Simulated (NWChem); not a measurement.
GeHI, singlet; SMILES [I][GeH]

All runs: NWChem. Low-valent species are run as closed-shell singlets; no triplet was tried in these runs. The geometry was optimised at PBE0/def2-SVP. def2 effective core potentials on I; no spin-orbit coupling. Ions are spin-unrestricted doublets at the neutral geometry; other ion states weren't tried. Functional: LC-ωPBE (HJS hole) with def2-SVP; rows give the range parameter ω in 1/bohr.

### Question
At which range parameter does −ε(HOMO) equal the ΔSCF ionisation energy (optimal tuning)?

### Answer
about 0.38 per bohr, by linear interpolation in these runs:
| range parameter (1/bohr) | vertical ionisation energy, ΔSCF (eV) | −ε(HOMO) (eV) | ΔSCF minus −ε(HOMO) (eV) |
|---|---|---|---|
| 0.05 | 8.80 | 6.53 | 2.27 |
| 0.15 | 8.90 | 7.79 | 1.11 |
| 0.20 | 8.98 | 8.25 | 0.73 |
| 0.40 | 9.30 | 9.36 | -0.06 |
| 0.60 | 9.45 | 9.81 | -0.36 |
